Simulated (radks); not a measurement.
Results of a calculation; reference values are marked as such.
Problem. Co I, configuration [Ar] 3d7.5 4s1.5 (fractional occupations, a model configuration). Code: a radial shooting solver on a logarithmic mesh with Libxc functionals. Model: scalar-relativistic Kohn-Sham, PBE, spin-unpolarised, spherical densities, point nucleus. Some entries of the table are withheld. Estimate them.

| orbital | occ. | eigenvalue (hartree) | <1/r> (bohr^-1) | <r^2> (bohr^2) |
|---|---|---|---|---|
| 1s | 2 | -278.9465 | 27.03 | 0.004247 |
| 2s | 2 | -32.93116 | 5.814 | 0.07703 |
| 2p | 6 | -28.18934 | 5.705 | (1) |
| 3s | 2 | -3.66791 | 1.828 | 0.6950 |
| 3p | 6 | -2.31947 | (2) | 0.7940 |
| 3d | 7.5 | -0.22213 | 1.249 | (3) |
| 4s | 1.5 | -0.17974 | 0.4342 | (4) |

Solution. 
(1) 2p <r^2> (bohr^2): 0.06215
(2) 3p <1/r> (bohr^-1): 1.682
(3) 3d <r^2> (bohr^2): 1.758
(4) 4s <r^2> (bohr^2): 10.57
